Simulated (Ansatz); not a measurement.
Reaction (ligand exchange at the Al–I bond): `[F][Al]([F])[I]` + `O[SiH3]` → `[F][Al]([F])[O][SiH3]` + HI

Gas-phase electronic energies from Ansatz, PBE0-D4/def2-TZVP geometries. CCSD(T)/CBS adds triple-zeta CCSD(T) − MP2 to the extrapolated MP2 energy (def2 sets, frozen cores). Functionals use def2-TZVPP. Elements past krypton have def2 core potentials. For I outer-core shells are correlated without core-valence functions, which leaves a few kJ/mol of doubt a bond. One conformer a species, not always the lowest.

```tsv
level	ΔE (kcal/mol)	difference from CCSD(T)/CBS
PBE-D4	-0.3	2.0
revPBE-D4	-0.5	1.8
BLYP-D4	-4.2	-1.9
PBE0-D4	-0.7	1.6
BHLYP-D4	-4.3	-2.0
ωB97M-V	-2.7	-0.4
r2SCAN0	-2.1	0.2
CAM-B3LYP	-5.1	-2.8
LC-ωPBE	-2.4	-0.1
RPA@PBE/def2-TZVPP	-4.9	-2.6
HF/def2-SVP	-6.4	-4.1
CCSD(T)/def2-SVP	-5.9	-3.6
MP2/def2-TZVPP	-2.7	-0.4
CCSD(T)/def2-TZVPP	-4.2	-1.9
MP2/CBS(def2)	-0.9	1.4
CCSD/CBS(def2)	-2.9	-0.6
CCSD(T)/CBS	-2.3	0
```

Largest T1 diagnostic among the species: 0.012.

At CCSD(T), def2-SVP lies −3.6 kcal/mol from the extrapolated value and def2-TZVPP −1.9 kcal/mol. Leaving LDA and LC-ωPBE aside and taking each functional with its dispersion term where it has one, the values, not all of them listed here, spread over 4.8 kcal/mol, from CAM-B3LYP-D4 to PBE-D4. LDA lies −1.1 kcal/mol from PBE without D4.
